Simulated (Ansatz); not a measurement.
Molecular dynamics of C2H9FO3Si2

Input:

```yaml
crystal:
  periodic: [false, false, false]
  atoms:
    - { symbol: Si, position_ang: [-0.129464, -0.151282, 0.249374] }
    - { symbol: O, position_ang: [-0.214858, -0.699345, 1.820906] }
    - { symbol: Si, position_ang: [-1.25346, 0.109122, 2.892638] }
    - { symbol: H, position_ang: [-2.632589, 0.0627, 2.452088] }
    - { symbol: H, position_ang: [-1.143995, -0.598758, 4.146402] }
    - { symbol: H, position_ang: [-0.876058, 1.491521, 3.098412] }
    - { symbol: F, position_ang: [1.379863, 0.336873, -0.072427] }
    - { symbol: O, position_ang: [-1.14168, 1.211113, 0.099645] }
    - { symbol: C, position_ang: [-2.276582, 1.001535, -0.772883] }
    - { symbol: H, position_ang: [-3.117659, 0.488853, -0.258627] }
    - { symbol: H, position_ang: [-2.648317, 1.992131, -1.095129] }
    - { symbol: H, position_ang: [-2.043431, 0.415197, -1.684564] }
    - { symbol: O, position_ang: [-0.456918, -1.381047, -0.878936] }
    - { symbol: C, position_ang: [-1.388674, -2.36567, -0.365511] }
    - { symbol: H, position_ang: [-1.094527, -2.781588, 0.620204] }
    - { symbol: H, position_ang: [-2.425325, -1.978859, -0.26475] }
    - { symbol: H, position_ang: [-1.421326, -3.202499, -1.087041] }
basis:
  gaussian: { orbitals: STO-3G }
hamiltonian:
  xc: pbe0
  dispersion: d4
md:
  timestep: 3.0
  n_steps: 40
  ensemble: nvt_langevin
  temperature: 500.0
  initial_velocities: maxwell_boltzmann
  seed: 548555
  friction: 0.05
```

Command:

```bash
$ ansatz run input.yaml --threads 1 --pin off --max-ram 2048MiB --backend cpu --events-out ev --progress --plain --runs-dir out
```

It starts from a relaxed structure.

Output, in part (step lines, the closing report, with atoms numbered from 0):

```
md step     0: t =     0.00 fs  T =   470.6 K  F+E_penalty+E_count = -26487.16939236 eV  E_kin = 1.034080 eV  (24 SCF iters)
[... lines left out ...]
Total energy: -26450.49980155 eV, -972.0379389143 hartree
Atom 0 at    -0.076814     0.002308     0.001094 Å, force    -1.231969     0.935621     0.192896 eV/Å
Atom 1 at    -0.442820    -0.634334     1.600760 Å, force     1.019507    -0.327205    -0.561297 eV/Å
Atom 2 at    -1.309642     0.238449     2.814403 Å, force    -0.227558     1.561049    -0.601721 eV/Å
Atom 3 at    -2.394522     0.644635     1.923880 Å, force    -0.336511     0.066371     0.964301 eV/Å
Atom 4 at    -1.649587    -0.666856     3.888718 Å, force     0.071015     0.096115     0.001175 eV/Å
Atom 5 at    -0.514757     1.479316     3.170299 Å, force    -0.626973    -1.554971    -0.204563 eV/Å
Atom 6 at     1.307382     0.753131     0.043673 Å, force     1.940164    -0.032772    -0.020356 eV/Å
Atom 7 at    -1.085024     1.411135    -0.063288 Å, force    -1.791488    -2.188840    -5.198226 eV/Å
Atom 8 at    -1.325536     1.128353    -1.643914 Å, force    -1.022082    -0.542175     1.960452 eV/Å
Atom 9 at   -14.321570    -8.112084    12.759953 Å, force     0.003936     0.000459    -0.002089 eV/Å
Atom 10 at    -9.004551    12.182265    -3.594036 Å, force     0.000167    -0.001102    -0.000141 eV/Å
Atom 11 at    -2.409697    -0.217394    -2.368815 Å, force     2.246178     2.672079     2.721658 eV/Å
Atom 12 at    -0.471103    -1.583398    -0.468263 Å, force     0.724388    -0.016038     0.299663 eV/Å
Atom 13 at    -0.967839    -1.941028     0.864007 Å, force    -4.098680     0.006559    -0.222873 eV/Å
Atom 14 at     3.480292    -7.556092     4.441170 Å, force    -0.005462     0.003626     0.000085 eV/Å
Atom 15 at    -2.246314    -1.665882     0.760042 Å, force     3.335283    -0.679557     0.670543 eV/Å
Atom 16 at   -12.108444   -25.906316   -25.564017 Å, force     0.000085     0.000780     0.000493 eV/Å
Dipole moment:     1.117757     1.429913     1.218235 e Å
```

The steps, from the saved trajectory:

```json
{"time (fs)": "0", "T (K)": "471", "potential energy less start (eV)": "0.000"}
{"time (fs)": "3", "T (K)": "415", "potential energy less start (eV)": "0.767"}
{"time (fs)": "6", "T (K)": "312", "potential energy less start (eV)": "1.633"}
{"time (fs)": "9", "T (K)": "535", "potential energy less start (eV)": "0.879"}
{"time (fs)": "12", "T (K)": "969", "potential energy less start (eV)": "1.526"}
{"time (fs)": "15", "T (K)": "1512", "potential energy less start (eV)": "5.231"}
{"time (fs)": "18", "T (K)": "559", "potential energy less start (eV)": "8.277"}
{"time (fs)": "21", "T (K)": "648", "potential energy less start (eV)": "8.325"}
{"time (fs)": "24", "T (K)": "1336", "potential energy less start (eV)": "8.305"}
{"time (fs)": "27", "T (K)": "4417", "potential energy less start (eV)": "8.696"}
{"time (fs)": "30", "T (K)": "16518", "potential energy less start (eV)": "19.513"}
{"time (fs)": "33", "T (K)": "61481", "potential energy less start (eV)": "17.995"}
{"time (fs)": "36", "T (K)": "45957", "potential energy less start (eV)": "17.877"}
{"time (fs)": "39", "T (K)": "32679", "potential energy less start (eV)": "19.412"}
{"time (fs)": "42", "T (K)": "23922", "potential energy less start (eV)": "20.347"}
{"time (fs)": "45", "T (K)": "17778", "potential energy less start (eV)": "19.498"}
{"time (fs)": "48", "T (K)": "13058", "potential energy less start (eV)": "19.473"}
{"time (fs)": "51", "T (K)": "9743", "potential energy less start (eV)": "19.399"}
{"time (fs)": "54", "T (K)": "7684", "potential energy less start (eV)": "17.981"}
{"time (fs)": "57", "T (K)": "6016", "potential energy less start (eV)": "18.112"}
{"time (fs)": "60", "T (K)": "4410", "potential energy less start (eV)": "18.297"}
{"time (fs)": "63", "T (K)": "3791", "potential energy less start (eV)": "17.590"}
{"time (fs)": "66", "T (K)": "3168", "potential energy less start (eV)": "16.907"}
{"time (fs)": "69", "T (K)": "2464", "potential energy less start (eV)": "17.448"}
{"time (fs)": "72", "T (K)": "2079", "potential energy less start (eV)": "17.629"}
{"time (fs)": "75", "T (K)": "1842", "potential energy less start (eV)": "17.347"}
{"time (fs)": "78", "T (K)": "1611", "potential energy less start (eV)": "16.740"}
{"time (fs)": "81", "T (K)": "1236", "potential energy less start (eV)": "17.181"}
{"time (fs)": "84", "T (K)": "1079", "potential energy less start (eV)": "16.930"}
{"time (fs)": "87", "T (K)": "1151", "potential energy less start (eV)": "16.934"}
{"time (fs)": "90", "T (K)": "913", "potential energy less start (eV)": "18.846"}
{"time (fs)": "93", "T (K)": "785", "potential energy less start (eV)": "20.018"}
{"time (fs)": "96", "T (K)": "1313", "potential energy less start (eV)": "17.135"}
{"time (fs)": "99", "T (K)": "5275", "potential energy less start (eV)": "21.656"}
{"time (fs)": "102", "T (K)": "17414", "potential energy less start (eV)": "27.141"}
{"time (fs)": "105", "T (K)": "13018", "potential energy less start (eV)": "29.853"}
{"time (fs)": "108", "T (K)": "10330", "potential energy less start (eV)": "27.744"}
{"time (fs)": "111", "T (K)": "45911", "potential energy less start (eV)": "41.329"}
{"time (fs)": "114", "T (K)": "140016", "potential energy less start (eV)": "35.306"}
{"time (fs)": "117", "T (K)": "105495", "potential energy less start (eV)": "36.697"}
{"time (fs)": "120", "T (K)": "78214", "potential energy less start (eV)": "36.670"}
```

All steps were run. The temperature shot up to 140000 K, far beyond the bath's, so the integration failed: the time step of 3 fs is too long for the fastest motions that this run met, and the later frames carry no physical meaning.

Parted: C9–H10 1.11 → 21.49 Å, C9–H11 1.11 → 13.60 Å, C9–H12 1.11 → 1.87 Å, C14–H15 1.11 → 8.01 Å, C14–H17 1.11 → 37.37 Å. Joined: O2–C14 2.99 → 1.59 Å. It ends as C2H4FO3Si2 + H + H + H + H + H. Pairs count as bonded within 1.25 times the sum of covalent radii (0.12 Å more for H–H).

Last frame:

```xyz
17
Properties=species:S:1:pos:R:3
Si -0.077 0.002 0.001
O -0.443 -0.634 1.601
Si -1.310 0.238 2.814
H -2.394 0.645 1.924
H -1.650 -0.667 3.889
H -0.515 1.479 3.170
F 1.307 0.753 0.044
O -1.085 1.411 -0.063
C -1.325 1.128 -1.644
H -14.322 -8.112 12.760
H -9.005 12.182 -3.594
H -2.410 -0.217 -2.369
O -0.471 -1.583 -0.468
C -0.968 -1.941 0.864
H 3.480 -7.556 4.441
H -2.246 -1.666 0.760
H -12.108 -25.906 -25.564
```

Run time: 5.5 min on 1 thread of AMD EPYC 7R43 64-Core Processor (Zen 3), with other jobs on the host, peak memory 0.2 GiB.
